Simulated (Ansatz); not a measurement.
`[CH3][Mo](=[O])(=[S])[Cl]`. The species carries charge 0 and has multiplicity 1. Mo takes the def2 core potential.

| atom | x (Å) | y (Å) | z (Å) |
| --- | --- | --- | --- |
| C1 | 0.7707 | 0.7522 | -0.3342 |
| Mo2 | -0.6854 | -0.6414 | 0.2005 |
| O3 | -1.5742 | -0.8721 | -1.1855 |
| S4 | -1.8686 | 0.3502 | 1.6227 |
| Cl5 | 0.2652 | -2.5185 | 0.9845 |
| H6 | 1.3665 | 0.9908 | 0.5504 |
| H7 | 0.3334 | 1.6652 | -0.7397 |
| H8 | 1.3924 | 0.2735 | -1.0987 |

What are the harmonic wavenumbers in cm⁻¹ at PBE0-D4/def2-TZVP (Ansatz, finite differences of forces, unscaled)? (Estimate.)

Computed: 129, 146, 162, 178, 224, 279, 432, 552, 584, 632, 690, 1062, 1193, 1401, 1415, 3034, 3132, 3158.

Is this a minimum?

Yes, all 18 modes are real.

Give the ideal-gas thermochemistry at 298.15 K and 1 bar (rigid rotor, harmonic oscillator; point group C1, symmetry number 1).

Zero-point energy 110.1 kJ/mol; H(298) − E = 131.7 kJ/mol; entropy 363.4 J/(mol·K), of which translation 174.6, rotation 118.6, vibration 70.1; G(298) − E = 23.4 kJ/mol.
